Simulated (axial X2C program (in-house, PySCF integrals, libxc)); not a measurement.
## PbSi⁻: from the spin-free to the two-component result

All values were computed with an in-house all-electron X2C program for linear molecules (integrals from PySCF). Spin-free means the one-electron spin-free X2C Hamiltonian; two-component (2c) means X2C with spin–orbit coupling and atomic mean-field two-electron Coulomb and Gaunt terms, so the difference of the two also holds small scalar two-electron terms. Basis: Pb dyall-acv3z [13s15p11d8f1g], Si dyall-av3z [9s8p3d2f] (cores contracted in-house); Gaussian nuclei, density fitting, unrestricted open shells. Masses: Pb 207.977 u, Si 27.977 u.

Spin-free state: M_S = 1/2, Λ = 1 (beyond evenly filled blocks: π+α, π+β, π-α); fragments Pb + Si-.

```
level  Re (Å)  ωe (cm⁻¹)  De (eV)  μ (D)
  PBE   2.527      323.6    3.051  -5.08
```

Dipoles are positive if Si is the positive end and refer to the centre of mass.

(1) Within this multiplet, which Ω should lie lowest by the rule for regular and inverted multiplets?

Two-component determinant lowest at the distance of the search:

Ω = 3/2 (⟨Sz⟩ = 0.53, ⟨Lz⟩ = 0.97 at PBE); fragments Pb + Si-.

```csv
level,Re (Å),ωe (cm⁻¹),De (eV),μ (D)
PBE,2.536,306.0,2.244,-5.18
```

(2) From the two tables, how do the constants change at the PBE level (2c against spin-free)?

The state is a single determinant with fixed occupations, the lowest that a limited PBE0 search found. De is counted from the lowest determinant-based energies of the atoms at the same level, without counterpoise correction. Density functionals use the spin component along the axis (collinear). Other states lie close and PBE0, whose exact exchange favours high spin, may order them wrongly; the determinant shown need not be the ground state. The nearest other spin-free determinant of the search, M_S = 1/2, Λ = 0, lies 0.14 eV up at the distance of the search. Without a current term, density functionals place determinants with orbital angular momentum somewhat too high. At some level and bond length an empty orbital lies below a filled one. The highest occupied level of some functionals is positive through self-interaction error; at Hartree–Fock it is bound.

Results:

(1) The open π shell holds three electrons, one hole, so the multiplet is inverted: Ω = Λ + 1/2 = 3/2. The PBE0 2c search agrees.

(2) At the PBE level Re goes up by 0.009 Å and ωe drops by 17.6 cm⁻¹; De changes by -0.807 eV.
